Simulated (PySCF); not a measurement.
Input of a run (PBE0-D3(BJ)/def2-SVP geometry optimisation, gas phase (PySCF 2.14.0)), started from a GFN2-xTB structure with every atom displaced at random (by about 0.01 Å):
```
{"job": {"xc": "PBE0", "basis": "def2-SVP", "d3": "d3bj", "grid": 1, "shake": 0.01, "kind": "geom"}, "charge": 0, "multiplicity": 1}
Si    -0.915310    -1.571630     0.004590
Si     0.289860     0.408860     0.518300
P     -0.679910     2.395710    -0.034450
P      2.455240     0.583360    -0.255780
Cl     0.505210     0.496310     2.556010
H     -1.504870    -1.422790    -1.350400
H     -0.068920    -2.734950     0.020860
H     -2.024670    -1.747500     0.932020
H     -1.924840     2.018390     0.409580
H     -0.916250     2.022290    -1.325500
H      2.736000    -0.732750     0.063950
H      2.088140     0.256430    -1.548190
```

Output (energies in Eh, forces in Eh/bohr):
```
step   0  E = -1724.96380045  max force = 0.030047
step   1  E = -1724.97225091  max force = 0.007871
step   2  E = -1724.97278849  max force = 0.003073
step   3  E = -1724.97289217  max force = 0.000962
step   4  E = -1724.97301761  max force = 0.002623
step   5  E = -1724.97316572  max force = 0.004350
step   6  E = -1724.97329200  max force = 0.003902
step   7  E = -1724.97336521  max force = 0.001655
step   8  E = -1724.97338525  max force = 0.000256
step   9  E = -1724.97339298  max force = 0.000523
step  10  E = -1724.97339643  max force = 0.000392
optimisation converged
```

Summarise the run.

The energy falls by 25.2 kJ/mol over 11 energy and gradient evaluations, the largest force component goes from 0.0300 to 3.9e-04 Eh/bohr, and the atoms move by 0.245 Å rms after alignment. The bond that changes most is P3–H10 (three-coordinate phosphorus to P–H hydrogen), which lengthens by 0.068 Å. Bonds longer at the end by more than 0.005 Å: 8 of 11; shorter: 3. Among the angles that change most is P4–Si2–Cl5, from 103.4° to 107.1°. Among the dihedrals that turn most is H6–Si1–Si2–P4, from -84° to -62°. The energy never rose by more than 1e-6 Eh on the way. The first step brought 88 % of the lowering.

What are the final bond lengths?

Si1–Si2 2.339 Å, Si2–P3 2.265 Å, Si2–P4 2.264 Å, Si2–Cl5 2.088 Å, Si1–H6 1.497 Å, Si1–H7 1.495 Å, Si1–H8 1.495 Å, P3–H9 1.430 Å, P3–H10 1.432 Å, P4–H11 1.430 Å, P4–H12 1.432 Å. Numbering counts from 1 in the input's order; the species is `P[Si]([SiH3])(P)Cl`.

The run used 125 basis functions and 65 SCF cycles in all.

No frequency check. The numbers are those of one conformer.
